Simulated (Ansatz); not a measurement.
The cluster As2Se3⁻, relaxed as a doublet with UKS PBE-D4/def2-SVPD in Ansatz, starting from the GFN2-xTB geometry. Force threshold 0.02 eV/Å.

The structure comes from a short search, and lower isomers may exist.

Start:

Cartesian coordinates in Å:
```
As -0.661 0.109 1.071
As 0.966 -0.260 -0.774
Se 2.401 1.490 -0.641
Se -1.467 -1.952 1.559
Se -1.239 0.613 -1.216
```

Q: Estimate the energy that the relaxation releases and the steps that it takes.

A: 2.3 kcal/mol, in 4 steps; 16 s on 4 threads of Arm Neoverse V2 on a shared host. No frequencies were taken in this run, so the end may be a saddle point.

Q: Does the start keep its bonding and symmetry?

A: By distances, no bond broke or formed. The bond that changes most is As1–As2, from 2.49 to 2.64 Å (atoms count from 1). Point group C2 at the start, C2 at the end, both within 0.05 Å.

Q: Predict the relaxed structure.

A: 
```xyz
5

As   -0.7326    0.0911    1.1162
As    1.0206   -0.2339   -0.8341
Se    2.4803    1.5162   -0.6628
Se   -1.5047   -1.9996    1.6213
Se   -1.2636    0.6262   -1.2406
```
Bond lengths: 4 × As–Se 2.29 to 2.47 Å; 1 × As–As 2.64 Å.
